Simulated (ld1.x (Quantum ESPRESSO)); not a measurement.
# aluminium, RRKJ: configuration errors across variants

aluminium (Al), norm-conserving RRKJ (Kleinman–Bylander form), made with ld1.x (Quantum ESPRESSO) 7.5 (PW91, scalar-relativistic). Core [Ne], reference 3s2 3p0.5 (charge +0.5). Waves: 3s (bound): rc 1.90 bohr; 3p (bound): rc 1.65 bohr. Local part: all-electron potential smoothed inside 1.75 bohr (lloc = -1). Core correction: a·sin(br)/r model core inside 1.35 bohr. rho0 = 0.005.

All-electron excitation energies from the reference (eV): (1) 3s2 3p1 -2.103; (2) 3s2 3p0 3.699; (3) 3s1 3p0 22.977; (4) 3s1 3p2 3.046; (5) 3s0 3p3 8.366; (6) 3s2 3p1.3 -2.687; (7) 3s1 3p1 9.512.

2 further variants failed, have other tests or too few solved ones, and are left out.

Errors AE − PS in meV (a dash: test not solved or not reliable):

| change | (1) | (2) | (3) | (4) | (5) | (6) | (7) | bound ghosts |
| --- | --- | --- | --- | --- | --- | --- | --- | --- |
| base | +0.5 | +0.6 | +19 | +2.7 | +13 | +1.0 | +6.2 | none |
| all radii but the core radius scaled by about 1.12 (s 2.12, p 1.84 bohr); local potential all-electron potential smoothed inside 1.96 bohr (lloc = -1) | +0.5 | +0.6 | +21 | +1.0 | +6.7 | +0.9 | +5.1 | none |
| all radii but the core radius scaled by about 1.22 (s 2.32, p 2.02 bohr); local potential all-electron potential smoothed inside 2.14 bohr (lloc = -1) | +0.4 | +0.7 | +21 | -2.0 | -5.7 | +0.8 | +2.5 | none |

**Question.** Give the same row for: all radii but the core radius scaled by about 1.37 (s 2.60, p 2.26 bohr); local potential all-electron potential smoothed inside 2.38 bohr (lloc = -1).

**Answer.** +0.4, +0.9, +19, -6.4, -24, +0.7, -1.9; bound ghosts: none.
